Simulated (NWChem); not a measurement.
CH5Bi; SMILES [CH3][BiH2]

```xyz
7

Bi     0.0290     0.2304     0.0000
H     -1.2587     0.3105     1.2826
H     -1.2587     0.3105    -1.2826
C      0.0095    -2.0750     0.0000
H      0.5402    -2.4265    -0.9045
H     -1.0311    -2.4435     0.0000
H      0.5402    -2.4265     0.9045
```
Atoms are numbered in this order, from 1.

Structure relaxed at the PBE-D3(BJ)/def2-SVP level. def2 effective core potentials on Bi; no spin-orbit coupling.

Symmetry labels are those of Cs in the frame above (b1 and b2, or b-type labels, depend on it).

Question: List the 4 lowest vertical singlet excitations from PBE/def2-SVP with def2 effective core potentials on Bi, TDA (NWChem).

Answer: 
```
state  energy (eV)  oscillator strength  symmetry  leading excitation (squared amplitude)
-----  -----------  -------------------  --------  --------------------------------------
S1            5.92                0.071        a'                      HOMO → LUMO (0.81)
S2            6.01                0.033        a"                    HOMO → LUMO+1 (0.85)
S3            6.51                0.029        a'                    HOMO → LUMO+2 (0.67)
S4            6.65                0.001        a"                    HOMO−2 → LUMO (0.64)
```
